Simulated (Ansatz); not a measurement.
Input file for Ansatz (a program for electronic structure): R-CCSD(T)/cc-pVDZ on FGaH2 (SMILES [F][GaH2]), a point of a bond scan (R = 1.556 Å). The run froze 15 orbitals, filled d shells among them.

Ansatz 0.2 input:
```yaml
crystal:
  periodic: [false, false, false]
  atoms:
    - {symbol: Ga, position_ang: [-0.15314797, -0.29827289, 0.09911006]}
    - {symbol: H, position_ang: [0.62376958, -1.05783376, 1.21321406]}
    - {symbol: H, position_ang: [-1.47626948, -0.60250567, -0.66151679]}
    - {symbol: F, position_ang: [0.62223187, 1.21186655, -0.40267879]}
basis:
  gaussian:
    orbitals: cc-pVDZ
    pivot_positions_ang: [[-0.15314797, -0.29827289, 0.09911006], [0.62376958, -1.05783376, 1.21321406], [-1.47626948, -0.60250567, -0.66151679], [0.62223187, 1.21186655, -0.40267879]]
magnetization: {spin_polarized: false}
correlation: {method: ccsd_t, electrons: outside_noble_gas}
scf: {lower_state_search: off}
output: {orbitals: {seedname: ./end}}
```

The log:

```
WARN ansatz: RAYON_NUM_THREADS=1 ignored (pool sized by the plan → 1); use --threads N
Functional definition: HF
these checks for a lower state are left out or cut short: stability, starts, cluster_reference, orbital_swaps, neighbouring_geometries, increment
integrals: 0.02 GiB planned
599 factors; integrals over basis functions are off by at most 2.9e-4 eV
mean field: 0.11 GiB planned
mean field evaluation 1: about -55069.8110 eV, gradient 3.0e1 eV
mean field evaluation 2: about -55069.8282 eV, gradient 3.0e1 eV
mean field evaluation 4: about -55071.6684 eV, gradient 1.4e0 eV
mean field evaluation 8: about -55071.6843 eV, gradient 9.7e-4 eV
mean field -55071.68430852 eV, -2023.8470694099 hartree, gradient 8.9e-6 eV, S^2 0.000000; 0 other end points of the search recorded, 0 dependent functions left out
15 core orbitals not correlated, not the lowest: weight in the atoms' cores, before any rotation towards them, 0.959 or more for the frozen orbitals, at most 0.043 for the correlated occupied ones
reference -55071.68430852 eV, -2023.8470694099 hartree; 6, 6 occupied and 30, 30 virtual orbitals, 599 factors
second order -7.07291476 eV of doubles, -0.00000000 eV of singles
coupled cluster: 0.07 GiB planned
cycle   1  -7.23139123 eV  change   -1.6e-1 eV  update   7.9e-2
cycle   2  -7.44266763 eV  change   -2.1e-1 eV  update   2.5e-2
cycle   3  -7.51572588 eV  change   -7.3e-2 eV  update   1.6e-2
cycle   4  -7.51240132 eV  change    3.3e-3 eV  update   4.0e-3
cycle   5  -7.51032845 eV  change    2.1e-3 eV  update   1.9e-3
cycle   6  -7.51099630 eV  change   -6.7e-4 eV  update   5.3e-4
cycle   7  -7.51093042 eV  change    6.6e-5 eV  update   1.9e-4
cycle   8  -7.51084986 eV  change    8.1e-5 eV  update   5.7e-5
cycle   9  -7.51086831 eV  change   -1.8e-5 eV  update   2.0e-5
cycle  10  -7.51087581 eV  change   -7.5e-6 eV  update   6.6e-6
perturbative correction -0.11420380 eV, -0.0041969124 hartree
Total energy: -55079.30938814 eV, -2024.1272859175 hartree
Checks for a lower state left out: stability, starts, cluster_reference, orbital_swaps, neighbouring_geometries, increment
```

Self-consistency was reached.

Cost: about 1.2 core-seconds (a rough figure).
